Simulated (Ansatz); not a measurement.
`CC1=C(F)[SiH2]1` at its PBE0-D4/def2-TZVP geometry, where that method's forces vanish. Total charge 0; spin multiplicity 1.

```xyz
10

C     0.8385    0.9152   -0.9939
C     0.0026    0.0588   -0.1243
C    -1.1587   -0.5797   -0.1302
F    -2.1405   -0.7203   -1.0106
Si   -0.3392   -0.8423    1.4400
H     1.0427    1.8722   -0.5072
H     1.8059    0.4415   -1.1802
H     0.3570    1.1095   -1.9545
H     0.3424   -2.1180    1.7797
H    -0.7508   -0.1370    2.6812
```

(1) What forces (eV/Å) does PBE-D4/def2-TZVPP give on these atoms in the Gaussian-basis code of Ansatz? (An estimate is asked.)

## Answers

(1) Ansatz gave: 
```
C1  -0.026 -0.039  0.054
C2   0.404  0.286 -0.141
C3  -0.080 -0.120  0.169
F4  -0.575 -0.101 -0.476
Si5  0.057 -0.141  0.377
H6   0.060  0.201  0.085
H7   0.209 -0.075 -0.045
H8  -0.090  0.044 -0.198
H9   0.087 -0.148  0.033
H10 -0.045  0.092  0.142
```
